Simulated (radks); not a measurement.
Values are calculated unless marked as measured or tabulated.
Question: Level of theory: Dirac Kohn-Sham, BLYP, spin-unpolarised, spherical densities, point nucleus; open shells fill j = l - 1/2 first (a radial shooting solver on a logarithmic mesh with Libxc functionals). Each species is in its NIST ground configuration. Rank Cd4+, Zr4+, Ag4+, Nb4+, Mo4+, Tc4+, Ru4+, Rh4+, Pd4+ by mean radius of the outermost orbital (bohr), largest first.

Answer: Nb4+ 1.61, Mo4+ 1.52, Tc4+ 1.44, Ru4+ 1.37, Zr4+ 1.33, Rh4+ 1.32, Pd4+ 1.26, Ag4+ 1.21, Cd4+ 1.16.
